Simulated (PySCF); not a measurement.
Isomers of C5H8O3Si, one GFN2-xTB conformer each. Single-point energies are computed at PBE0/pcSseg-1 (PySCF, gas phase, no added dispersion term), electronic only.

Question: Rank them by PBE0/pcSseg-1 energy, lowest first (kcal/mol).
A. `[CH3:1][O:2][C@@H:3]1[CH2:4][C:5](=[O:6])[SiH2:7][C:8]1=[O:9]` with C1–O2–C3–C4 -172°, O2–C3–C4–C5 -63°, C3–C4–C5–O6 160°, C4–C5–Si7–C8 -7°, C5–Si7–C8–O9 -146°
B. `[CH3:1][O:2][SiH2:3][O:4][c:5]1[cH:6][cH:7][o:8][cH:9]1` with C1–O2–Si3–O4 180°, O2–Si3–O4–C5 178°, Si3–O4–C5–C6 172°
C. `[CH3:1][O:2][C@@H:3]([SiH3:4])[C:5](=[C:6]=[O:7])[CH:8]=[O:9]` with C1–O2–C3–Si4 166°, O2–C3–C5–C6 128°, C3–C5–C8–O9 179°

Answer: B (0.0), A (41.8), C (52.6).

As drawn, the lowest has an aromatic ring and an Si–O bond, which the highest lacks; the highest has a C=O bond, cumulated double bonds and an Si–C bond, which the lowest lacks. GFN2-xTB itself gives, in the same order: 0.0, 93.7, 95.6. Both levels put the same isomer lowest; measured from each level's own lowest isomer, the values differ by up to 51.9 kcal/mol (CO[C@@H]1CC(=O)[SiH2]C1=O: 93.7 against 41.8).

Question: Which frontier levels, dipoles and rotational constants go with these structures?

Answer: 
```
                    SMILES  HOMO (eV, PBE0/pcSseg-1)  LUMO (eV)  dipole (D)       A, B, C (MHz)
          CO[SiH2]Oc1ccoc1                     -6.41       0.36        1.67  6279, 599.4, 553.0
 CO[C@@H]1CC(=O)[SiH2]C1=O                     -6.59      -1.94        2.42    1926, 1215, 1017
CO[C@@H]([SiH3])C(=C=O)C=O                     -7.40      -1.66        3.63  1460, 950.3, 902.0
```
